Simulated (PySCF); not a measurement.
B3LYP has the VWN-RPA correlation part, as in Gaussian. 

Cartesian coordinates (Å):
```xyz
4

N      1.7627    -0.2697     0.0053
C      0.6629     0.0814     0.0018
S     -0.9134     0.6972    -0.0034
H     -1.5122    -0.5089    -0.0038
```
Charge 0, spin multiplicity 1.

Question: What is the computed dipole moment, LUMO, HOMO–LUMO gap, HOMO and total energy (B3LYP-D3(BJ)/def2-TZVP run with PySCF)?

Answer: 
* **dipole moment**: 0.742 e·Å
* **LUMO**: -1.28 eV
* **HOMO–LUMO gap**: 6.77 eV
* **HOMO**: -8.05 eV
* **total energy**: -13379.64 eV
